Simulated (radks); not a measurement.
The numbers below are computed, except where a source is named.
Problem. Coherent X-ray form factor from a spherical all-electron density. Level of theory: non-relativistic Kohn-Sham, LB94 model potential, spin-polarised, spherical densities, point nucleus (a radial shooting solver on a logarithmic mesh with Libxc functionals).

| sin(theta)/lambda (1/angstrom) | f0 (electrons) |
|---|---|
| 0.05 | 27.934 |
| 0.1 | 27.736 |
| 0.15 | 27.412 |
| 0.2 | 26.967 |
| 0.25 | 26.411 |
| 0.3 | 25.753 |
| 0.4 | 24.185 |
| 0.5 | 22.372 |
| 0.6 | 20.428 |
| 0.8 | 16.548 |
| 1 | 13.159 |
| 1.25 | 9.993 |
| 1.5 | 7.945 |
| 2 | 5.886 |

The species is in the configuration that NIST lists as its ground one. Which atom or ion scatters so?

Solution. The technetium ion Tc15+, [Ar] 3d10. Extrapolating in s^2 from the first two rows gives f0(0) = 28.0, near the electron count 28; among species with that count, the fall with angle is slower the higher Z, and the table is that of Z = 43; from so few rows the species is fixed only to a neighbour or two.
